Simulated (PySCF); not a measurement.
AgI, charge -1, doublet, geometry from GFN2-xTB (such geometries of metal compounds can be far from the true shape) (the multiplicity is a formal guess) (core potentials on Ag, I); PySCF with HF/def2-SVP.

Input for PySCF:
```python
from pyscf import gto, scf

mol = gto.Mole()
mol.atom = '''
    Ag   -0.00000000   -0.00000000   -1.61329523
    I     0.00000000    0.00000000    1.43065803
'''
mol.basis = 'def2-svp'
mol.ecp = {'Ag': 'def2-svp', 'I': 'def2-svp'}
mol.charge = -1
mol.spin = 1
mol.verbose = 4
mol.build()

mf = scf.UHF(mol)
mf.kernel()
```

It wrote (shortened):

```
PySCF version 2.14.0

[INPUT] verbose = 4
[INPUT] num. atoms = 2
[INPUT] num. electrons = 45
[INPUT] charge = -1
[INPUT] spin (= nelec alpha-beta = 2S) = 1
[INPUT] symmetry False subgroup None
[INPUT] Mole.unit = angstrom
[INPUT] Symbol           X                Y                Z      unit          X                Y                Z       unit  Magmom
[INPUT]  1 Ag     0.000000000000   0.000000000000  -1.613295230000 AA    0.000000000000   0.000000000000  -3.048686142767 Bohr   0.0
[INPUT]  2 I      0.000000000000   0.000000000000   1.430658030000 AA    0.000000000000   0.000000000000   2.703551854610 Bohr   0.0

nuclear repulsion = 82.576555458345
number of shells = 21
number of NR pGTOs = 118
number of NR cGTOs = 57
basis = def2-svp
ecp = {'Ag': 'def2-svp', 'I': 'def2-svp'}

******** <class 'pyscf.scf.uhf.UHF'> ********
method = UHF
initial guess = minao
damping factor = 0
level_shift factor = 0
DIIS = <class 'pyscf.scf.diis.CDIIS'>
diis_start_cycle = 1
diis_space = 8
diis_damp = 0
SCF conv_tol = 1e-09
SCF conv_tol_grad = None
SCF max_cycles = 50
direct_scf = True
direct_scf_tol = 1e-13
number electrons alpha = 23  beta = 22
Set gradient conv threshold to 3.16228e-05
init E= -397.324715988873

cycle= 1 E= -441.409766189021  delta_E= -44.1  |g|= 1.77  |ddm|= 5.79
cycle= 2 E= -442.082061439798  delta_E= -0.672  |g|= 1.12  |ddm|= 4.55
cycle= 3 E= -442.799379797844  delta_E= -0.717  |g|= 0.181  |ddm|= 2.14
cycle= 4 E= -442.830393480898  delta_E= -0.031  |g|= 0.0492  |ddm|= 0.425
cycle= 5 E= -442.834936056289  delta_E= -0.00454  |g|= 0.0218  |ddm|= 0.164
cycle= 6 E= -442.836459472185  delta_E= -0.00152  |g|= 0.00996  |ddm|= 0.115
cycle= 7 E= -442.836792279075  delta_E= -0.000333  |g|= 0.00362  |ddm|= 0.0652
cycle= 8 E= -442.836838690371  delta_E= -4.64e-05  |g|= 0.00131  |ddm|= 0.026
cycle= 9 E= -442.836843623446  delta_E= -4.93e-06  |g|= 0.000464  |ddm|= 0.00765
cycle= 10 E= -442.83684426441  delta_E= -6.41e-07  |g|= 0.000202  |ddm|= 0.00253
cycle= 11 E= -442.836844391425  delta_E= -1.27e-07  |g|= 9.43e-05  |ddm|= 0.000912
cycle= 12 E= -442.836844422271  delta_E= -3.08e-08  |g|= 3.13e-05  |ddm|= 0.000573
cycle= 13 E= -442.836844425171  delta_E= -2.9e-09  |g|= 9.38e-06  |ddm|= 0.000196
cycle= 14 E= -442.836844425392  delta_E= -2.22e-10  |g|= 3.61e-06  |ddm|= 4.81e-05
Extra cycle  E= -442.83684442542  delta_E= -2.73e-11  |g|= 2.11e-06  |ddm|= 1.18e-05
converged SCF energy = -442.83684442542  <S^2> = 0.75373131  2S+1 = 2.0037278
```
